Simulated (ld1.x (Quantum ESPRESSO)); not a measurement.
# How hard is this gold (Au) RRKJ potential?

- Element: gold
- Generator: ld1.x (Quantum ESPRESSO) 7.5
- Type: norm-conserving RRKJ (Kleinman–Bylander form)
- Functional: PBE
- Relativity: non-relativistic
- Frozen core: [Kr] 4d10 4f14 5s2
- Valence charge: 17
- Reference configuration: 5p6 5d10 6s0.5 6p0.5
- Partial waves: 5p (bound): rc 1.60 bohr; 5d (bound): rc 1.90 bohr; 6s (bound): rc 2.65 bohr
- Local potential: the s channel
- Core correction: none
- rho0: 0.01

Occupied shells without a wave of their own: 6p. They enter only through the test configuration that unscreens the potential.

The pseudo-atom Hamiltonian at the reference potential is diagonalised in spherical Bessel functions j_l(qr) that vanish at 20 bohr, with q² up to the cutoff. All-electron valence levels (Ry): 5p -4.0580, 6p -0.0956, 5d -0.6616, 6s -0.3496.

Q: How do the lowest levels (Ry) of each channel move with the cutoff, and are there ghosts?

A:

```json
{"cutoff (Ry)": "8", "p #1": "-2.3967", "p #2": "-0.0562", "d #1": "0.0249", "s #1": "-0.3458", "f #1": "0.0845", "Σ f·Δε (mRy)": "16841.3"}
{"cutoff (Ry)": "12", "p #1": "-3.4765", "p #2": "-0.0665", "d #1": "-0.0069", "s #1": "-0.3476", "f #1": "0.0845", "Σ f·Δε (mRy)": "10038.7"}
{"cutoff (Ry)": "21", "p #1": "-4.0309", "p #2": "-0.0685", "d #1": "-0.5009", "s #1": "-0.3494", "f #1": "0.0845", "Σ f·Δε (mRy)": "1770.4"}
{"cutoff (Ry)": "30", "p #1": "-4.0432", "p #2": "-0.0685", "d #1": "-0.6389", "s #1": "-0.3495", "f #1": "0.0845", "Σ f·Δε (mRy)": "316.4"}
{"cutoff (Ry)": "45", "p #1": "-4.0556", "p #2": "-0.0686", "d #1": "-0.6616", "s #1": "-0.3496", "f #1": "0.0845", "Σ f·Δε (mRy)": "15.0"}
{"cutoff (Ry)": "55", "p #1": "-4.0576", "p #2": "-0.0686", "d #1": "-0.6616", "s #1": "-0.3496", "f #1": "0.0845", "Σ f·Δε (mRy)": "2.4"}
{"cutoff (Ry)": "80", "p #1": "-4.0579", "p #2": "-0.0686", "d #1": "-0.6616", "s #1": "-0.3496", "f #1": "0.0845", "Σ f·Δε (mRy)": "0.6"}
{"cutoff (Ry)": "100", "p #1": "-4.0580", "p #2": "-0.0686", "d #1": "-0.6616", "s #1": "-0.3496", "f #1": "0.0845", "Σ f·Δε (mRy)": "0.2"}
{"cutoff (Ry)": "400", "p #1": "-4.0580", "p #2": "-0.0686", "d #1": "-0.6616", "s #1": "-0.3496", "f #1": "0.0845", "Σ f·Δε (mRy)": "0.0"}
```

Result: no extra level below or beside the all-electron valence levels (p, d, s, f tested); 10 mRy is reached at 50 Ry and 1 mRy at 80 Ry.

The potential misses its own reference levels by up to 0.4 eV. Its largest configuration-test error is +999 meV.
